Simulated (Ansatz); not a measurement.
Ansatz (a quantum-chemistry and plane-wave program) input (B3LYP-D3(BJ)/def2-TZVP):

Ansatz 0.2 input:
```yaml
crystal:
  periodic: [false, false, false]
  atoms:
    - {symbol: N, position_ang: [-0.00000000, -0.00000000, -1.05712003]}
    - {symbol: P, position_ang: [0.00000000, 0.00000000, 0.49332268]}
basis:
  gaussian:
    orbitals: def2-TZVP
hamiltonian:
  xc: b3lyp
  dispersion: d3bj
total_charge: -1
magnetization: {spin_polarized: true, initial_magnetization: 1}
phonons: {temperatures: {t_min: 298.15, t_max: 298.15, t_step: 100}}
```

Output:

```
Functional definition: B3LYP
integrals: 0.01 GiB planned
437 factors; their error is unknown
mean field: 0.17 GiB planned
mean field evaluation 1: about -10778.4284 eV, gradient 9.2e0 eV
mean field evaluation 2: about -10776.0229 eV, gradient 2.4e1 eV
mean field evaluation 4: about -10778.8472 eV, gradient 6.0e-1 eV
mean field evaluation 8: about -10778.8603 eV, gradient 1.2e-2 eV
mean field evaluation 16: about -10778.8603 eV, gradient 2.2e-5 eV
mean field -10778.86034110 eV, -396.1158113616 hartree, gradient 2.2e-5 eV, S^2 0.756564; 1 other end points of the search recorded, 0 dependent functions left out
the calculation of the forces begins
reference -10778.86049619 eV, -396.1158170610 hartree; 12, 11 occupied and 56, 57 virtual orbitals, 437 factors
these checks for a lower state are left out or cut short: stability, starts, cluster_reference, orbital_swaps, neighbouring_geometries, increment
integrals: 0.01 GiB planned
437 factors; their error is unknown
mean field: 0.17 GiB planned
mean field evaluation 32: about -10778.8603 eV, gradient 1.1e-4 eV
mean field -10778.86034110 eV, -396.1158113616 hartree, gradient 6.0e-7 eV, S^2 0.756564; 0 other end points of the search recorded, 0 dependent functions left out
the calculation of the forces begins
reference -10778.86049619 eV, -396.1158170610 hartree; 12, 11 occupied and 56, 57 virtual orbitals, 437 factors
these checks for a lower state are left out or cut short: stability, starts, cluster_reference, orbital_swaps, neighbouring_geometries, increment
integrals: 0.01 GiB planned
437 factors; their error is unknown
mean field: 0.17 GiB planned
mean field -10778.86034110 eV, -396.1158113616 hartree, gradient 6.0e-7 eV, S^2 0.756564; 0 other end points of the search recorded, 0 dependent functions left out
the calculation of the forces begins
reference -10778.86049619 eV, -396.1158170610 hartree; 12, 11 occupied and 56, 57 virtual orbitals, 437 factors
these checks for a lower state are left out or cut short: stability, starts, cluster_reference, orbital_swaps, neighbouring_geometries, increment
integrals: 0.01 GiB planned
437 factors; their error is unknown
mean field: 0.17 GiB planned
mean field -10778.86034110 eV, -396.1158113616 hartree, gradient 3.0e-7 eV, S^2 0.756564; 0 other end points of the search recorded, 0 dependent functions left out
the calculation of the forces begins
reference -10778.86049619 eV, -396.1158170610 hartree; 12, 11 occupied and 56, 57 virtual orbitals, 437 factors
these checks for a lower state are left out or cut short: stability, starts, cluster_reference, orbital_swaps, neighbouring_geometries, increment
integrals: 0.01 GiB planned
437 factors; their error is unknown
mean field: 0.17 GiB planned
mean field -10778.86034110 eV, -396.1158113616 hartree, gradient 3.0e-7 eV, S^2 0.756564; 0 other end points of the search recorded, 0 dependent functions left out
the calculation of the forces begins
reference -10778.86049619 eV, -396.1158170610 hartree; 12, 11 occupied and 56, 57 virtual orbitals, 437 factors
these checks for a lower state are left out or cut short: stability, starts, cluster_reference, orbital_swaps, neighbouring_geometries, increment
integrals: 0.01 GiB planned
437 factors; their error is unknown
mean field: 0.17 GiB planned
mean field evaluation 64: about -10778.8602 eV, gradient 2.8e-6 eV
mean field -10778.86018963 eV, -396.1158057951 hartree, gradient 2.8e-6 eV, S^2 0.756513; 0 other end points of the search recorded, 0 dependent functions left out
the calculation of the forces begins
reference -10778.86034480 eV, -396.1158114974 hartree; 12, 11 occupied and 56, 57 virtual orbitals, 437 factors
these checks for a lower state are left out or cut short: stability, starts, cluster_reference, orbital_swaps, neighbouring_geometries, increment
integrals: 0.01 GiB planned
437 factors; their error is unknown
mean field: 0.17 GiB planned
mean field -10778.86019406 eV, -396.1158059579 hartree, gradient 2.7e-6 eV, S^2 0.756617; 0 other end points of the search recorded, 0 dependent functions left out
the calculation of the forces begins
reference -10778.86034907 eV, -396.1158116545 hartree; 12, 11 occupied and 56, 57 virtual orbitals, 437 factors
these checks for a lower state are left out or cut short: stability, starts, cluster_reference, orbital_swaps, neighbouring_geometries, increment
integrals: 0.01 GiB planned
437 factors; their error is unknown
mean field: 0.17 GiB planned
mean field -10778.86034110 eV, -396.1158113616 hartree, gradient 6.0e-7 eV, S^2 0.756564; 0 other end points of the search recorded, 0 dependent functions left out
the calculation of the forces begins
reference -10778.86049619 eV, -396.1158170610 hartree; 12, 11 occupied and 56, 57 virtual orbitals, 437 factors
these checks for a lower state are left out or cut short: stability, starts, cluster_reference, orbital_swaps, neighbouring_geometries, increment
integrals: 0.01 GiB planned
437 factors; their error is unknown
mean field: 0.17 GiB planned
mean field -10778.86034110 eV, -396.1158113616 hartree, gradient 6.0e-7 eV, S^2 0.756564; 0 other end points of the search recorded, 0 dependent functions left out
the calculation of the forces begins
reference -10778.86049619 eV, -396.1158170610 hartree; 12, 11 occupied and 56, 57 virtual orbitals, 437 factors
these checks for a lower state are left out or cut short: stability, starts, cluster_reference, orbital_swaps, neighbouring_geometries, increment
integrals: 0.01 GiB planned
437 factors; their error is unknown
mean field: 0.17 GiB planned
mean field -10778.86034110 eV, -396.1158113616 hartree, gradient 3.0e-7 eV, S^2 0.756564; 0 other end points of the search recorded, 0 dependent functions left out
the calculation of the forces begins
reference -10778.86049619 eV, -396.1158170610 hartree; 12, 11 occupied and 56, 57 virtual orbitals, 437 factors
these checks for a lower state are left out or cut short: stability, starts, cluster_reference, orbital_swaps, neighbouring_geometries, increment
integrals: 0.01 GiB planned
437 factors; their error is unknown
mean field: 0.17 GiB planned
mean field evaluation 96: about -10778.8603 eV, gradient 7.0e-5 eV
mean field -10778.86034110 eV, -396.1158113616 hartree, gradient 3.0e-7 eV, S^2 0.756564; 0 other end points of the search recorded, 0 dependent functions left out
the calculation of the forces begins
reference -10778.86049619 eV, -396.1158170610 hartree; 12, 11 occupied and 56, 57 virtual orbitals, 437 factors
these checks for a lower state are left out or cut short: stability, starts, cluster_reference, orbital_swaps, neighbouring_geometries, increment
integrals: 0.01 GiB planned
437 factors; their error is unknown
mean field: 0.17 GiB planned
mean field -10778.86019406 eV, -396.1158059579 hartree, gradient 2.7e-6 eV, S^2 0.756617; 0 other end points of the search recorded, 0 dependent functions left out
the calculation of the forces begins
reference -10778.86034907 eV, -396.1158116545 hartree; 12, 11 occupied and 56, 57 virtual orbitals, 437 factors
these checks for a lower state are left out or cut short: stability, starts, cluster_reference, orbital_swaps, neighbouring_geometries, increment
integrals: 0.01 GiB planned
437 factors; their error is unknown
mean field: 0.17 GiB planned
mean field -10778.86018963 eV, -396.1158057951 hartree, gradient 2.8e-6 eV, S^2 0.756513; 0 other end points of the search recorded, 0 dependent functions left out
the calculation of the forces begins
reference -10778.86034480 eV, -396.1158114974 hartree; 12, 11 occupied and 56, 57 virtual orbitals, 437 factors
Total energy: -10778.90384874 eV, -396.1174102378 hartree
Atom 0 at    -0.000000    -0.000000    -1.057120 Å, force    -0.000000    -0.000000    -0.000008 eV/Å
Atom 1 at     0.000000     0.000000     0.493323 Å, force    -0.000000     0.000000     0.000008 eV/Å
Dipole moment:    -0.000000     0.000000     0.377668 e Å
Vibrations: 1160.46 cm⁻¹, zero-point energy 0.071939 eV
```
